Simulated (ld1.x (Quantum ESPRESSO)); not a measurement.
cerium: what ld1.x (Quantum ESPRESSO) 7.5 does with a changed input

Command:

```bash
ld1.x < Ce.in > Ce.out
```

Input:

```
&input
   title='Ce', zed=58., rel=1, dft='PZ', iswitch=3, tr2=1e-8,
   config='[Xe] 4f1 5d1 6s2 6p0',
   nld=4, rlderiv=4.20, eminld=-2.0, emaxld=5.0, deld=0.02
 /
 &inputp
   pseudotype=1, tm=.true., lloc=1,
   nlcc=.false.,
   file_pseudopw='Ce.pp', file_wfcaegen='ae.wfc', file_wfcncgen='nc.wfc'
 /
4
6S  1  0   2.00   0.00  3.55  3.55  0.0
5D  3  2   1.00   0.00  2.90  2.90  0.0
4F  4  3   1.00   0.00  1.40  1.40  0.0
6P  2  1   0.00   0.00  3.85  3.85  0.0
 &test
   configts(1)='4f1 5d1 6s2 6p0'
 /
```

This is an input that runs to its end, with one change: threshold tr2=1e-8.

**Question.** How does the run end?

**Answer.** The program runs through. The occupied levels of the test differ from the all-electron ones by at most 0.00002 Ry (unchanged input: 0.00001 Ry).

```
     eps = 1.2E-10  iter =  1

     Etot =  -17707.773728 Ry,   -8853.886864 Ha, -240926.535229 eV
     Etotps =    -5.469616 Ry,      -2.734808 Ha,     -74.417910 eV

     Ekin =      21.884406 Ry,      10.942203 Ha,     297.752519 eV
     Encl =      -9.556684 Ry,      -4.778342 Ha,    -130.025306 eV
     Ehrt =       4.748255 Ry,       2.374128 Ha,      64.603301 eV
     Ecxc =      -1.637598 Ry,      -0.818799 Ha,     -22.280657 eV
     Epseu=     -20.907995 Ry,     -10.453998 Ha,    -284.467767 eV

     ---------------------- End of pseudopotential test ----------------------
```
